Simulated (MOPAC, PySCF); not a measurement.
H$_{2}$F$_{2}$Sn, SMILES `[F][SnH2][F]`, neutral singlet in the gas phase. 

Cartesian coordinates (Å):
```xyz
5

F      1.5332    -0.9617    -0.1719
Sn    -0.0055     0.1514     0.0190
F     -1.4584    -1.0821    -0.0847
H      0.0158     0.7625     1.5963
H     -0.0850     1.1299    -1.3586
```
Charge 0, spin multiplicity 1.

All levels are single points at this geometry (PBE0-D3(BJ)/def2-TZVP); Pople sets use spherical d functions. Orbital energies aren't observables, and empty levels follow the basis.

PM6 in MOPAC gives dipole (D) = 4.54.

**Question.** Estimate the dipole (D) from each of these levels: B3LYP-D3(BJ)/def2-TZVP in PySCF; M06-2X/def2-TZVP in PySCF; B3LYP/6-311+G** (LANL2DZ on Sn) in PySCF; B3LYP/6-31G* (LANL2DZ on Sn) in PySCF; B3LYP/LANL2DZ in PySCF; BP86/6-31G* (LANL2DZ on Sn) in PySCF; PBE/6-31G* (LANL2DZ on Sn) in PySCF; SVWN5/6-31G* (LANL2DZ on Sn) in PySCF.

**Answer.** 
```csv
level,dipole (D)
B3LYP-D3(BJ)/def2-TZVP in PySCF,3.42
M06-2X/def2-TZVP in PySCF,3.61
B3LYP/6-311+G** (LANL2DZ on Sn) in PySCF,4.10
B3LYP/6-31G* (LANL2DZ on Sn) in PySCF,3.29
B3LYP/LANL2DZ in PySCF,4.14
BP86/6-31G* (LANL2DZ on Sn) in PySCF,3.06
PBE/6-31G* (LANL2DZ on Sn) in PySCF,3.06
SVWN5/6-31G* (LANL2DZ on Sn) in PySCF,3.14
```
